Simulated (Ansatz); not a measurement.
C4H11B can be A, `BC(C)CC`, or B, `BC(C)(C)C`.

Isolated molecules relaxed with PBE0-D4/def2-TZVP in Ansatz; ΔE leaves out vibrations. CCSD(T)/CBS is the MP2 limit (def2-TZVPP, def2-QZVPP) plus CCSD(T) − MP2 in def2-TZVPP, frozen cores. DFT in def2-TZVPP. B3LYP here is the variant with VWN-RPA as its local correlation; programs differ in this. One conformer a species, not always the lowest.

Question: Which isomer does CCSD(T)/CBS put lower? Give the gap. (Best estimate.)

Answer: Computed: B, by 3.4 kJ/mol.

Question: Give E(B) − E(A) in kJ/mol with ωB97M-V, LDA (SPW92), r2SCAN-D4, B3LYP-D4, PBE-D4, CCSD(T)/def2-SVP, PBE0-D4. (Best estimate.)

Answer: Computed: ωB97M-V -2.9, LDA (SPW92) -5.4, r2SCAN-D4 -2.8, B3LYP-D4 -0.9, PBE-D4 -2.1, CCSD(T)/def2-SVP -3.2, PBE0-D4 -1.4. None reverses the order clearly.

Question: Does the order hold for the free energy at 298.15 K (harmonic terms from PBE0-D4)? (Estimate.)

Answer: Ansatz gave: Yes: G(B) − G(A) = -3.8 kJ/mol, for one conformer each.

Largest T1 diagnostic: 0.009.

In def2-TZVPP, CCSD(T) changes the Hartree–Fock value by −9.2 kJ/mol (the triples alone add −1.6 kJ/mol) and MP2 by −11.6 kJ/mol. The D4 term adds −3.4 kJ/mol with B3LYP and −1.7 kJ/mol with PBE0; it sums over pairs of atoms, weighted by their polarisabilities, and B3LYP, whose exchange is more repulsive, gets the larger term.
